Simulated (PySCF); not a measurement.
Calculation: PBE-D3(BJ)/def2-TZVP // PBE-D3(BJ)/def2-SVP in PySCF. Gas-phase values, no solvent. 

Reference species: [Co(NH3)4]2+ (excited doublet) (charge +2, multiplicity 2).

```json
{
 "mean_distance_from_the_central_atom_to_its_bonded_neighbours": "1.989 Å",
 "highest_occupied_spin_orbital": "-13.98 eV",
 "spin population on the central atom (Mulliken)": "1.07",
 "coordination_number": "4"
}
```

Changed species: [Rh(NH3)4]2+ (M = Rh, multiplicity 2; the reference has M = Co, multiplicity 2).

### Question
Give the shifts of the mean distance from the central atom to its bonded neighbours, highest occupied spin orbital, spin population on the central atom (Mulliken) and coordination number.

### Answer
the mean distance from the central atom to its bonded neighbours increases by 0.128 Å, to 2.117 Å; the highest occupied spin orbital falls by 0.50 eV, to -14.48 eV; the spin population on the central atom (Mulliken) falls by 0.05, to 1.02; the coordination number stays essentially unchanged.
